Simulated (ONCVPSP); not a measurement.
## Configuration tests for vanadium (V) (ONCV)

V (Z = 23), optimised norm-conserving Vanderbilt (ONCV), made with ONCVPSP 4.0.1 (PBEsol, scalar-relativistic). Core [Ne], reference 3s2 3p6 3d3 4s2. Waves: 3s+4s: rc 1.90 bohr, ncon 3, nbas 7, qcut 5 1/bohr, 3 projectors, debl 1.3 Ha; 3p: rc 1.55 bohr, ncon 4, nbas 7, qcut 10.1 1/bohr, 2 projectors, debl 1.7 Ha; 3d: rc 2.05 bohr, ncon 4, nbas 8, qcut 8.7 1/bohr, 2 projectors, debl 2.9 Ha. Local part: polynomial inside 1.00 bohr (lpopt 5, dvloc0 1 Ha). Core correction: Teter function, fcfact 5.75, rcfact 1.3.

Energies are relative to the spin-unpolarised reference configuration 3s2 3p6 3d3 4s2; without spin polarisation the order of configurations can differ from experiment.

Question: Give the all-electron excitation energy and the error of the potential for: 3s2 3p6 3d3 4s1; 3s2 3p6 3d3 4s0; 3s2 3p6 3d2 4s0; 3s1 3p6 3d3 4s2.

Answer:

```csv
valence configuration,charge,ΔE all-electron (eV),error AE − PS (meV)
3s2 3p6 3d3 4s1,+1,7.750,+0.3
3s2 3p6 3d3 4s0,+2,21.954,+0.7
3s2 3p6 3d2 4s0,+3,50.804,+73
3s1 3p6 3d3 4s2,+1,77.230,-522
```

Levels in the configuration 3s2 3p6 3d2 4s0:

```
level  all-electron (eV)  pseudo (eV)
   3s           -103.557     -103.494
   3p            -77.164      -77.041
   3d            -36.910      -36.645
```
